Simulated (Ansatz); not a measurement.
Calculated with Ansatz (gas phase, PBE0-D4/def2-TZVP geometries, no zero-point term in ΔE). CCSD(T)/CBS is the MP2 limit (def2-TZVPP, def2-QZVPP) plus CCSD(T) − MP2 in def2-TZVPP, frozen cores. Functionals use def2-TZVPP. def2 core potentials past Kr. For As, Sn outer-core shells are correlated without core-valence functions, which leaves a few kJ/mol of doubt a bond. Scalar relativity is left out up to krypton. Each species was taken in one conformer, which may not be the lowest.

Reaction (ligand exchange at the Si–O bond): `C[O][SnH]([Cl])[O][SiH3]` + `O[AsH2]` → `[SiH3]O[AsH2]` + `C[O][SnH]([OH])[Cl]`

| level | ΔE (kJ/mol) | difference from CCSD(T)/CBS |
| --- | --- | --- |
| r2SCAN-D4 | 12.5 | -2.4 |
| PBE0-D4 | 12.7 | -2.2 |
| ωB97X-V | 13.2 | -1.7 |
| ωB97M-V | 12.7 | -2.2 |
| PBE | 7.9 | -7.0 |
| PBE0 | 9.6 | -5.3 |
| MP2/def2-TZVPP | 13.2 | -1.7 |
| CCSD/def2-TZVPP | 13.7 | -1.2 |
| SCS-MP2/def2-QZVPP | 13.6 | -1.3 |
| MP2/CBS(def2) | 14.1 | -0.8 |
| CCSD(T)/CBS | 14.9 | 0 |

Largest T1 diagnostic among the species: 0.013.

The D4 term adds +4.5 kJ/mol with B3LYP and +3.0 kJ/mol with PBE0; it sums over pairs of atoms, weighted by their polarisabilities, and B3LYP, whose exchange is more repulsive, gets the larger term.

B3LYP here is the variant with VWN-RPA as its local correlation; programs differ in this.
